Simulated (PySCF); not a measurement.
System: H3Ge, doublet: umbrella (inversion) coordinate, bond length relaxed. Scanned: angle between the Ge-H bonds and the threefold axis (90 = planar). Other coordinates (Ge-H bond length) were minimised at B3LYP/def2-TZVP.

The free coordinates were minimised at B3LYP/def2-TZVP in PySCF; the energy column is CCSD(T) on UHF/cc-pVTZ, 9 core orbitals frozen run with PySCF, in mEh.

```csv
a / °,Ge-H bond length / Å,E
90,1.519,7.6
93,1.520,7.0
96,1.523,5.5
99,1.528,3.6
102,1.533,1.7
105,1.538,0.4
108,1.543,0.0
111,1.547,0.9
114,1.552,3.4
117,1.556,7.6
120,1.561,13.6
123,1.566,21.4
126,1.571,31.3
129,1.577,43.1
132,1.584,57.1
```
